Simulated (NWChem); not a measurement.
# Lowest excitation of thionyl fluoride (F2OS)

```xyz
4

O     -1.3917    -0.3297     0.0000
S     -0.1604     0.4112     0.0000
F      0.7611    -0.2190     1.1690
F      0.7611    -0.2190    -1.1690
```
Charge 0, spin multiplicity 1.

Program: NWChem. Structure: optimised with PBE0/def2-SVP, a minimum by its harmonic frequencies.

Basis set: 6-31+G*.

The correlated methods keep 8 core orbitals frozen. B3LYP has NWChem's definition, with VWN1-RPA local correlation. The Pople sets run with spherical d functions. Coupled-cluster values serve here as a point of comparison, not as the truth.

### Question
For the lowest vertical singlet excitation energy, TD-PBE gives 6.21 eV and TD-B3LYP gives 6.35 eV. What do EOM-CCSD, CIS, TDA-CAM-B3LYP give?

### Answer
EOM-CCSD: 6.68 eV; CIS: 7.40 eV; TDA-CAM-B3LYP: 6.53 eV.
